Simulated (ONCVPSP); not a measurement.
# scandium, ONCV: configuration errors across variants

* Element: Sc (Z = 21)
* Generator: ONCVPSP 4.0.1
* Type: optimised norm-conserving Vanderbilt (ONCV)
* Functional: PBEsol
* Relativity: scalar-relativistic
* Frozen core: [Ar]
* Valence charge: 3
* Reference configuration: 3d1 4s2
* Partial waves: 4s: rc 3.05 bohr, ncon 3, nbas 6, qcut 1.7 1/bohr, 2 projectors, debl 0.7 Ha; p scattering state at 0.09 Ha: rc 2.40 bohr, ncon 4, nbas 7, qcut 3.9 1/bohr, local; 3d: rc 2.70 bohr, ncon 4, nbas 8, qcut 6.7 1/bohr, 2 projectors, debl 1.7 Ha
* Local potential: the p channel
* Core correction: polynomial model core, fcfact 0.25

All-electron excitation energies from the reference (eV): (1) 3d1 4s1 6.904; (2) 3d1 4s0 19.555; (3) 3d1 4s1.5 2.758; (4) 3d0 4s2 8.396.

4 further variants failed, have other tests or another functional or relativity, and are left out.

A true bound ghost makes a file unfit for plane-wave use even where its test errors are small: the radial tests pick states by their node count and pass the ghost by.

Errors AE − PS in meV (a dash: test not solved or not reliable):

```csv
change,(1),(2),(3),(4),bound ghosts,GHOST(+) flags above zero
base,-4.5,-45,-0.6,+243,none,s
d: nbas 9,-4.5,-45,-0.6,+243,none,s
core correction none,-8.0,+90,-1.6,–,none,s
"s: rc 2.4, qcut 2.2, nproj 0; p: nproj 1; local potential the s channel",-1.8,-20,-0.4,+105,p,none
s: debl 0.95,-4.7,-45,-0.6,+153,none,s
```

Task: Give the same row for: d: nproj 1.

Result: -6.4, -61, -0.9, +244; bound ghosts: none; GHOST(+) flags above zero: s.
